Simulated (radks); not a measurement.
Cs3+, 52 electrons, occupied as [Kr] 4d10 5s2 5p(up 3, down 1). Calculated with a radial shooting solver on a logarithmic mesh with Libxc functionals: non-relativistic Kohn-Sham, PBE, spin-polarised, spherical densities, point nucleus; relativity is left out, which matters for an element this heavy.

X-ray form factor f0, the Fourier transform of the density (f0(0) = 52):

| sin(theta)/lambda (1/angstrom) | f0 (electrons) |
|---|---|
| 0.05 | 51.308 |
| 0.1 | 49.399 |
| 0.15 | 46.693 |
| 0.2 | 43.663 |
| 0.25 | 40.670 |
| 0.3 | 37.901 |
| 0.4 | 33.148 |
| 0.5 | 29.195 |
| 0.6 | 25.834 |
| 0.8 | 20.807 |
| 1 | 17.648 |
| 1.25 | 14.929 |
| 1.5 | 12.564 |
| 2 | 8.590 |
